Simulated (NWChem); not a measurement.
System: CH3ClO3Si; SMILES O=C[Si](O)(O)Cl

Here is an NWChem input.

```
start job
memory heap 200 mb stack 900 mb global 1100 mb
geometry units angstroms noautosym nocenter noautoz
  O      0.530150     2.330501    -0.382292
  C      0.398675     1.525968     0.513268
  Si    -0.387833    -0.150563     0.034225
  O     -1.711091    -0.389360     0.975121
  O     -0.711234     0.007685    -1.567484
  Cl     0.957389    -1.682344     0.332635
  H      0.738423     1.776480     1.551856
  H     -2.228545    -1.193938     0.869825
  H     -0.422072     0.877592    -1.883535
end
basis spherical
  O library def2-svp
  C library def2-svp
  Si library def2-svp
  Cl library def2-svp
  H library def2-svp
end
dft
  xc b3lyp
  iterations 150
  mulliken
end
task dft energy
esp
  recalculate
  probe 0.07
  range 0.3
  factor 1.0
  spacing 0.02
end
task esp
```

Coordinates come from a PBE0/def2-SVP optimisation.

Atomic charges in e: unrestrained fits to the electrostatic potential beside Mulliken populations; buried atoms are poorly determined by the fit.

Atoms are numbered as in the input.

What results follow from this input? (B3LYP/def2-SVP.) Quantities: ESP O1; Mulliken O1; ESP C2; Mulliken C2; ESP Si3; Mulliken Si3; ESP O4; Mulliken O4; ESP O5; Mulliken O5; relative RMS misfit of the potential (%).


- ESP O1 = -0.38
- Mulliken O1 = -0.22
- ESP C2 = 0.30
- Mulliken C2 = 0.02
- ESP Si3 = 0.78
- Mulliken Si3 = 0.75
- ESP O4 = -0.68
- Mulliken O4 = -0.36
- ESP O5 = -0.58
- Mulliken O5 = -0.37
- relative RMS misfit of the potential (%) = 26
